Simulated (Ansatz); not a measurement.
Reaction (redistribution): `[NH2][SnH]([OH])[F]` + `[F][In]([F])[O][SiH3]` → `[NH2][SnH]([F])[O][SiH3]` + `[OH][In]([F])[F]`

Isolated molecules relaxed with PBE0-D4/def2-TZVP in Ansatz; ΔE leaves out vibrations. CBS: MP2 limit from def2 TZ/QZ plus the TZ coupled-cluster correction, frozen cores. DFT in def2-TZVPP. B3LYP here is the variant with VWN-RPA as its local correlation; programs differ in this. def2 core potentials past Kr. For In, Sn outer-core shells are correlated without core-valence functions, which leaves a few kJ/mol of doubt a bond. One conformer a species, not always the lowest.

`[NH2][SnH]([OH])[F]`:

```xyz
8

N    -0.293   -0.695    1.380
Sn   -0.352    0.112   -0.440
O     1.277   -0.495   -1.314
F    -0.115    2.027   -0.407
H    -1.038   -0.416    2.004
H     0.593   -0.573    1.852
H    -1.790   -0.177   -1.289
H     1.718    0.216   -1.786
```

`[F][In]([F])[O][SiH3]`:

Z-matrix (Å, degrees):
```
Si
O 1 1.643
H 1 1.484 2 107.7
H 1 1.489 2 110.9 3 -119.8
H 1 1.488 2 110.8 3 119.8
In 2 1.942 1 136.2 3 175.5
F 6 1.921 2 121.4 1 -179.8
F 6 1.928 2 121.9 1 0.1
```

`[NH2][SnH]([F])[O][SiH3]`:

Z-matrix (Å, degrees):
```
Sn
F 1 1.923
O 1 1.935 2 103.4
N 1 1.996 2 110.3 3 113.6
H 1 1.688 2 107.9 3 -117.4
Si 3 1.635 1 135.5 2 58.8
H 4 1.012 1 114.4 2 63.7
H 4 1.013 1 112.9 2 -60.5
H 6 1.485 3 109.0 1 140.7
H 6 1.486 3 111.0 1 -99.0
H 6 1.493 3 110.6 1 21.3
```

`[OH][In]([F])[F]`:

```xyz
5

O    -0.346   -1.215   -0.856
In    0.326    0.260    0.235
F     2.172    0.451    0.735
F    -0.859    1.643    0.887
H    -1.294   -1.140   -1.001
```

| level | ΔE (kcal/mol) | difference from CCSD(T)/CBS |
| --- | --- | --- |
| PBE-D4 | -2.0 | -0.5 |
| r2SCAN-D4 | -1.7 | -0.2 |
| PBE0-D4 | -1.6 | -0.1 |
| B3LYP-D4 | -1.9 | -0.4 |
| ωB97X-V | -1.4 | 0.1 |
| ωB97M-V | -1.5 | 0.0 |
| B2PLYP | -1.3 | 0.2 |
| PBE | -1.5 | 0.0 |
| r2SCAN | -1.5 | 0.0 |
| PBE0 | -1.2 | 0.3 |
| B3LYP | -1.2 | 0.3 |
| HF/def2-TZVPP | -0.3 | 1.2 |
| MP2/def2-TZVPP | -1.3 | 0.2 |
| SCS-MP2/def2-TZVPP | -1.2 | 0.3 |
| CCSD/def2-TZVPP | -1.2 | 0.3 |
| CCSD(T)/def2-TZVPP | -1.4 | 0.1 |
| HF/def2-QZVPP | -0.3 | 1.2 |
| MP2/def2-QZVPP | -1.4 | 0.1 |
| SCS-MP2/def2-QZVPP | -1.2 | 0.3 |
| HF/CBS(def2) | -0.3 | 1.2 |
| MP2/CBS(def2) | -1.4 | 0.1 |
| CCSD/CBS(def2) | -1.3 | 0.2 |
| CCSD(T)/CBS | -1.5 | 0 |

Largest T1 diagnostic among the species: 0.018.

The D4 term adds −0.8 kcal/mol with B3LYP and −0.5 kcal/mol with PBE0; it sums over pairs of atoms, weighted by their polarisabilities, and B3LYP, whose exchange is more repulsive, gets the larger term. In def2-TZVPP, CCSD(T) changes the Hartree–Fock value by −1.1 kcal/mol (the triples alone add −0.2 kcal/mol) and MP2 by −1.0 kcal/mol.
